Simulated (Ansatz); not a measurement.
```yaml
crystal:
  periodic: [false, false, false]
  atoms:
    - {symbol: O, position_ang: [0.161998, 1.099169, 0.135389]}
    - {symbol: Al, position_ang: [-0.227947, -0.236353, 0.192643]}
    - {symbol: F, position_ang: [0.157824, -1.015545, 1.765838]}
    - {symbol: Cl, position_ang: [-0.888832, -1.746805, -1.134576]}
    - {symbol: H, position_ang: [0.370571, 1.494212, -0.821909]}
basis:
  gaussian: {orbitals: aug-pcseg-2, point_charges: [{charge: -1.00, position_ang: [3.501, 0.930, 0.070]}]}
magnetization: {spin_polarized: true, initial_magnetization: 0}
hamiltonian: {xc: {name: revPBE0}, dispersion: d3bj}
accuracy: high
```

```sh
$ ansatz run in.yaml --threads 2 --pin off --events-out ev --progress --plain --max-ram 31744MiB --backend cpu
```

It prints (some lines left out):

```
Functional definition: revPBE0
3385 factors; integrals over basis functions are off by at most 3.7e-9 eV
mean field evaluation 1: about -23891.7488 eV, gradient 5.2e1 eV
mean field evaluation 2: about -23872.6202 eV, gradient 8.9e1 eV
mean field evaluation 4: about -23900.0660 eV, gradient 3.0e0 eV
mean field evaluation 8: about -23900.1209 eV, gradient 1.5e-1 eV
mean field evaluation 16: about -23900.1210 eV, gradient 1.5e-4 eV
mean field -23900.12097638 eV, -878.3132457983 hartree, gradient 4.2e-8 eV, S^2 0.000000; 0 other end points of the search recorded, 0 dependent functions left out
reference -23900.12098157 eV, -878.3132459890 hartree; 24, 24 occupied and 191, 191 virtual orbitals, 3385 factors
Total energy: -23900.29225052 eV, -878.3195400066 hartree
```

Hardware: 2 threads of an AMD EPYC 7R13 on a shared host. Wall time 21 s, peak host memory 1.5 GiB.
